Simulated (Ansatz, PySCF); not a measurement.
CH4ClInO. Atoms are numbered in the order given.

```xyz
8

In    -0.4345     0.0477     0.0000
H     -2.1344    -0.1120     0.0000
Cl     0.6922     2.0977     0.0000
O      0.8802    -1.4410     0.0000
C      0.5410    -2.7939     0.0000
H      0.9602    -3.3003    -0.8899
H      0.9602    -3.3003     0.8899
H     -0.5500    -2.9967     0.0000
```

Coordinates come from a PBE0-D3(BJ)/def2-SVP optimisation. The structure was generated by enumeration; whether it is a known compound was not checked. The def2 effective core potentials stand for the cores of In; spin–orbit coupling is left out. Other conformers were not sampled.

Vertical ionisation energy (IE) and electron affinity (EA) in eV. Rows of orbital energies are one-electron estimates. Where ΔSCF, EOM or ADC give a negative EA the extra electron is unbound and the value depends on the basis.

| level | IE | EA |
|---|---|---|
| −ε(HOMO), −ε(LUMO), r2SCAN/def2-TZVP (PySCF) | 6.58 | 2.17 |
| −ε(HOMO), −ε(LUMO), PBE/def2-TZVP (PySCF) | 6.29 | 2.42 |
| ΔSCF, CAM-B3LYP/def2-SVPD (Ansatz), final states of multiplicity 2 and 2 | ? | ? |
| ΔSCF, PBE/def2-SVPD (Ansatz), final states of multiplicity 2 and 2 | 9.55 | 0.12 |

Problem. What belongs in the gaps? (An estimate is asked for; the answer gives what the named calculation found.)

Solution. 
- ΔSCF, CAM-B3LYP/def2-SVPD (Ansatz, a first-principles code), final states of multiplicity 2 and 2, IE: 10.04
- ΔSCF, CAM-B3LYP/def2-SVPD (Ansatz), final states of multiplicity 2 and 2, EA: 0.12

Problem. What vertical singlet–triplet gap does ΔSCF give with CAM-B3LYP/def2-SVPD (Ansatz) and with PBE/def2-SVPD (Ansatz)? (The exact figures need the calculation; the answer reports its results.)

Solution. 4.91 and 4.27 eV (triplet above singlet where positive).
